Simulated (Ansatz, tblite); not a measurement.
Cost and result up the ladder for CuCl2 (3 atoms). The state is a doublet with charge 0. Geometry: r2SCAN-D4/def2-TZVP.

```xyz
3

Cu    0.000    0.000    0.000
Cl    1.003   -0.147    1.792
Cl   -1.003    0.147   -1.792
```

Ansatz on 4 threads of Arm Neoverse V1 on a shared host; xTB runs through tblite on one thread. Times are rough, summed over both states, and most runs start from the orbitals of an earlier one. PBE0-D4/def2-TZVP serves as the yardstick here, not as an exact answer. The other state is a triplet.

The xTB rows come from tblite. Correlated methods freeze 19 core orbitals. In CCSD on the charge 1 triplet the largest single amplitude is 0.18, so its Hartree–Fock determinant may place the open shell otherwise than the density functionals do. No other spin state of charge 0 was run.

Run but left out: HF/def2-TZVPP, MP2/def2-TZVPP (charge +1 triplet: a determinant that CCSD turns far, T1 0.053).

Correlated methods converge slowly with the basis.

Raw xTB energies of ions are shifted by several eV, and xTB has no spin-polarisation term.

| level | functions | vertical IE (eV) | difference from PBE0-D4/def2-TZVP (eV) | remarks |
| --- | --- | --- | --- | --- |
| CCSD(T)/def2-TZVPP | 148 | 10.88 | -0.05 | large T1 (0.053) (+1 triplet) |
| GFN1-xTB | 27 | 14.79 | 3.85 | – |
| r2SCAN-D4/def2-TZVP | 119 | 10.61 | -0.33 | – |
| PBE0-D4/def2-TZVP | 119 | 10.94 | 0.00 | – |
| GFN2-xTB | 27 | 15.07 | 4.13 | – |

**Question.** Estimate how long each takes.

**Answer.** GFN2-xTB 0.007 s; GFN1-xTB 0.042 s; r2SCAN-D4/def2-TZVP 28 s; PBE0-D4/def2-TZVP 48 s; CCSD(T)/def2-TZVPP 83 s. On shared hardware such times vary by a factor of up to 3.
